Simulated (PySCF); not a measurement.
The group X on 1,3-butadien-2-yl-X is varied. Gas-phase values, no solvent. One relaxed conformer stands for each flexible species; it need not be the lowest. Strings in code marks are SMILES.

The numbers are results of PySCF with PBE-D3(BJ)/def2-TZVP, not measurements. All candidates: neutral, multiplicity 1. Excitations are Tamm–Dancoff values on a coarser integration grid. The basis has no diffuse functions, so Rydberg states are missing or too high.

```yaml
HOMO–LUMO gap: 3.71 eV
HOMO: -5.44 eV
S1 excitation (TDA): 5.16 eV
```

Q: Identify which member has these values.
(A) `C=CC(=C)Cl` (C–C–C–Cl torsion 0°)
(B) `C=CC(=C)I` (C–C–C–I torsion 0°)
(C) `C=CC(=C)O` (C–C–C–O torsion 0°, C–C–O–H torsion 0°)
(D) `C=CC(=C)F` (C–C–C–F torsion 0°)

A: C, `C=CC(=C)O` (C–C–C–O torsion 0°, C–C–O–H torsion 0°). The others give `C=CC(=C)Cl` (C–C–C–Cl torsion 0°): 3.79 eV, -6.02 eV, 5.20 eV; `C=CC(=C)I` (C–C–C–I torsion 0°): 3.62 eV, -5.92 eV, 4.08 eV; `C=CC(=C)F` (C–C–C–F torsion 0°): 3.86 eV, -5.96 eV, 5.78 eV
